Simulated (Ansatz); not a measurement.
ClFH3NOSi (`N[Si](O)(F)Cl`), relaxed with RKS PBE0-D4/def2-TZVP in Ansatz 0.2.0 from a GFN2-xTB geometry. The force threshold is 0.005 eV/Å; the program also tests the step.

Charge 0, multiplicity 1.

Start:

```xyz
8

N    -0.480    1.097   -0.363
Si    0.136   -0.317    0.383
O     0.745   -1.345   -0.697
F    -1.166   -0.969    1.066
Cl    1.548   -0.107    1.774
H     0.128    1.666   -0.926
H    -1.115    1.678    0.158
H     0.203   -1.704   -1.395
```

```csv
step,energy (eV),largest force (eV/Å),largest move (Å)
1,-26698.6676,1.688,0.000
2,-26698.7058,0.706,0.027
3,-26698.7202,0.122,0.025
4,-26698.7226,0.071,0.026
5,-26698.7255,0.141,0.069
6,-26698.7261,0.065,0.014
7,-26698.7266,0.039,0.040
8,-26698.7268,0.024,0.011
9,-26698.7268,0.004,0.003
```

End:

```xyz
8

N    -0.458    1.062   -0.365
Si    0.101   -0.342    0.391
O     0.728   -1.386   -0.679
F    -1.154   -0.940    1.155
Cl    1.562   -0.093    1.786
H     0.168    1.624   -0.919
H    -1.152    1.630    0.095
H     0.204   -1.555   -1.465
```

It took 21 s on 2 threads of an AMD EPYC 7R13 on a shared host and a share of an NVIDIA H100 80 GB, with 0.92 GiB of host memory at the peak.
